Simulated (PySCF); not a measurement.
C4H6S2Si.
SMILES with atom numbers: `[SiH3:1][S:2][c:3]1[cH:4][cH:5][s:6][cH:7]1` (hydrogens: H8, H9, H10 on Si1; H11 on C4; H12 on C5; H13 on C7)

The same species was optimised twice, with GFN2-xTB and with PBE0-D3(BJ)/def2-SVP (PySCF), and the same property calculations (PySCF, gas phase) were run on both structures.

```csv
coordinate,GFN2-xTB,PBE0-D3(BJ)/def2-SVP,change
C3–C7 (Å),1.360,1.375,+0.015
C4–C5 (Å),1.353,1.367,+0.014
C3–C4 (Å),1.422,1.431,+0.009
S2–C3 (Å),1.761,1.769,+0.008
C5–S6 (Å),1.721,1.715,-0.006
Si1–S2 (Å),2.149,2.145,-0.004
S6–C7 (Å),1.722,1.719,-0.003
Si1–S2–C3 (°),104.9,102.8,-2.1
S2–C3–C7 (°),127.3,128.4,+1.1
C5–S6–C7 (°),91.1,92.0,+0.9
S2–C3–C4 (°),120.3,119.5,-0.8
C4–C5–S6 (°),112.2,111.9,-0.3
C3–C7–S6 (°),111.8,111.5,-0.3
C4–C3–C7 (°),112.5,112.2,-0.3
C3–C4–C5 (°),112.4,112.4,0.0
Si1–S2–C3–C4 (°),-177,-178,-1
```

Rotational constants: A = 3684, B = 863.3, C = 705.4 MHz (GFN2-xTB) against A = 3622, B = 868.0, C = 706.2 MHz (PBE0-D3(BJ)/def2-SVP).

On the GFN2-xTB structure: lowest singlet, TDDFT (eV) 5.18 [CAM-B3LYP/def2-SVPD]; lowest triplet, Tamm–Dancoff (eV) 3.68 [CAM-B3LYP/def2-SVPD]; isotropic polarisability (au) 110.6 [CAM-B3LYP/def2-SVPD]; HOMO (eV) -7.51 [CAM-B3LYP/def2-SVPD]; LUMO (eV) 0.46 [CAM-B3LYP/def2-SVPD]; dipole (D) 0.83 [CAM-B3LYP/def2-SVPD]; HOMO (eV) -6.34 [PBE0/pcSseg-1]; LUMO (eV) -0.56 [PBE0/pcSseg-1]; dipole (D) 0.98 [PBE0/pcSseg-1]; GIAO shielding of Si1 (ppm) 411.6 [PBE0/pcSseg-1]; GIAO shielding of S2 (ppm) 622.9 [PBE0/pcSseg-1]; GIAO shielding of C3 (ppm) 50.2 [PBE0/pcSseg-1]; GIAO shielding of C4 (ppm) 53.4 [PBE0/pcSseg-1]; GIAO shielding of C5 (ppm) 52.3 [PBE0/pcSseg-1]; GIAO shielding of S6 (ppm) 268.9 [PBE0/pcSseg-1]; GIAO shielding of C7 (ppm) 64.1 [PBE0/pcSseg-1].

Question: What do these properties become on the PBE0-D3(BJ)/def2-SVP structure?

Answer: 
```json
{"property": "lowest singlet, TDDFT (eV)", "level": "CAM-B3LYP/def2-SVPD", "on GFN2-xTB": "5.18", "on PBE0-D3(BJ)/def2-SVP": "5.18", "change": "0.00"}
{"property": "lowest triplet, Tamm–Dancoff (eV)", "level": "CAM-B3LYP/def2-SVPD", "on GFN2-xTB": "3.68", "on PBE0-D3(BJ)/def2-SVP": "3.64", "change": "-0.04"}
{"property": "isotropic polarisability (au)", "level": "CAM-B3LYP/def2-SVPD", "on GFN2-xTB": "110.6", "on PBE0-D3(BJ)/def2-SVP": "112.3", "change": "+1.7"}
{"property": "HOMO (eV)", "level": "CAM-B3LYP/def2-SVPD", "on GFN2-xTB": "-7.51", "on PBE0-D3(BJ)/def2-SVP": "-7.60", "change": "-0.09"}
{"property": "LUMO (eV)", "level": "CAM-B3LYP/def2-SVPD", "on GFN2-xTB": "0.46", "on PBE0-D3(BJ)/def2-SVP": "0.38", "change": "-0.08"}
{"property": "dipole (D)", "level": "CAM-B3LYP/def2-SVPD", "on GFN2-xTB": "0.83", "on PBE0-D3(BJ)/def2-SVP": "0.62", "change": "-0.21"}
{"property": "energy, GFN2-xTB geometry as zero (kcal/mol)", "level": "CAM-B3LYP/def2-SVPD", "on GFN2-xTB": "0.0", "on PBE0-D3(BJ)/def2-SVP": "-1.5", "change": "-1.5"}
{"property": "HOMO (eV)", "level": "PBE0/pcSseg-1", "on GFN2-xTB": "-6.34", "on PBE0-D3(BJ)/def2-SVP": "-6.44", "change": "-0.10"}
{"property": "LUMO (eV)", "level": "PBE0/pcSseg-1", "on GFN2-xTB": "-0.56", "on PBE0-D3(BJ)/def2-SVP": "-0.64", "change": "-0.08"}
{"property": "dipole (D)", "level": "PBE0/pcSseg-1", "on GFN2-xTB": "0.98", "on PBE0-D3(BJ)/def2-SVP": "0.73", "change": "-0.25"}
{"property": "energy, GFN2-xTB geometry as zero (kcal/mol)", "level": "PBE0/pcSseg-1", "on GFN2-xTB": "0.0", "on PBE0-D3(BJ)/def2-SVP": "-1.4", "change": "-1.4"}
{"property": "GIAO shielding of Si1 (ppm)", "level": "PBE0/pcSseg-1", "on GFN2-xTB": "411.6", "on PBE0-D3(BJ)/def2-SVP": "408.4", "change": "-3.2"}
{"property": "GIAO shielding of S2 (ppm)", "level": "PBE0/pcSseg-1", "on GFN2-xTB": "622.9", "on PBE0-D3(BJ)/def2-SVP": "615.3", "change": "-7.6"}
{"property": "GIAO shielding of C3 (ppm)", "level": "PBE0/pcSseg-1", "on GFN2-xTB": "50.2", "on PBE0-D3(BJ)/def2-SVP": "48.5", "change": "-1.7"}
{"property": "GIAO shielding of C4 (ppm)", "level": "PBE0/pcSseg-1", "on GFN2-xTB": "53.4", "on PBE0-D3(BJ)/def2-SVP": "49.8", "change": "-3.6"}
{"property": "GIAO shielding of C5 (ppm)", "level": "PBE0/pcSseg-1", "on GFN2-xTB": "52.3", "on PBE0-D3(BJ)/def2-SVP": "50.8", "change": "-1.5"}
{"property": "GIAO shielding of S6 (ppm)", "level": "PBE0/pcSseg-1", "on GFN2-xTB": "268.9", "on PBE0-D3(BJ)/def2-SVP": "266.9", "change": "-2.0"}
{"property": "GIAO shielding of C7 (ppm)", "level": "PBE0/pcSseg-1", "on GFN2-xTB": "64.1", "on PBE0-D3(BJ)/def2-SVP": "62.1", "change": "-2.0"}
```

The heavy atoms differ by 0.019 Å rms after alignment. Among bonds between heavy atoms C3–C7 and C4–C5 change most and about equally (+0.014 to +0.015 Å). Changes are differences of the printed values. Neither structure is proved a minimum here.

Conformer computed: `[SiH3:1][S:2][c:3]1[cH:4][cH:5][s:6][cH:7]1`: Si1–S2–C3–C4 -178°.
